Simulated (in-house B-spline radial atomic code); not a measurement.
## Binding energies in Dy2+

NIST's tabulated ground configuration is [Xe] 4f10; each binding energy is the energy of the ion with one electron taken from that subshell, relaxed, less that of the parent. Level of theory: Dirac-Hartree-Fock, average of configuration, Fermi nucleus of rms radius 5.2218 fm; calculated with a radial B-spline atomic code at the basis-set limit. Energies include first-order Breit, QED and recoil terms.

```csv
subshell,X-ray name,binding energy (eV),-ε (eV),relaxation (eV)
1s,K,53803,54122.7,80.9
2s,L1,9070,9145.5,47.5
2p1/2,L2,8598.3,8677.2,51.6
2p3/2,L3,7807.2,7874.9,49.3
3s,M1,2066.9,2098.7,26.4
3p3/2,M3,1695.6,1724.8,26.1
3d3/2,M4,1348.6,1378.8,28.3
3d5/2,M5,1313.1,1342.1,27.9
4s,N1,438.8,451.0,11.0
4p1/2,N2,357.2,368.8,10.7
4p3/2,N3,320.2,330.6,9.9
4d3/2,N4,185.1,194.4,9.1
4d5/2,N5,178.4,187.3,8.8
5s,O1,71.8,73.42,1.45
5p1/2,O2,47.44,48.73,1.18
5p3/2,O3,42.71,43.73,0.97
4f,"N6,7",20.77,26.64,5.99
```

Relaxation = -ε minus the binding energy without Breit, QED and recoil terms.

Emission lines follow as differences of binding energies, with λ = 12398.42 eV·Å / E:

| line | holes | energy (eV) | wavelength (Å) |
| --- | --- | --- | --- |
| K-L3 | 1s → 2p3/2 | 45995.8 | 0.26956 |
| K-L2 | 1s → 2p1/2 | 45204.7 | 0.27427 |
| K-M3 | 1s → 3p3/2 | 52107.4 | 0.23794 |
| L3-M5 | 2p3/2 → 3d5/2 | 6494.1 | 1.9092 |
| L2-M4 | 2p1/2 → 3d3/2 | 7249.7 | 1.7102 |
| L1-M3 | 2s → 3p3/2 | 7374.4 | 1.6813 |
| L3-M1 | 2p3/2 → 3s | 5740.3 | 2.1599 |
| L2-N4 | 2p1/2 → 4d3/2 | 8413.2 | 1.4737 |

**Question.** What screening constant σ does Moseley's law, E = (3/4)·13.6057 eV·(Z - σ)², need for K-L3?

**Answer.** σ = -1.14.

Moseley's non-relativistic formula needs a falling, then negative, screening constant for heavy elements, because relativity binds the 1s electron more strongly than the formula allows.
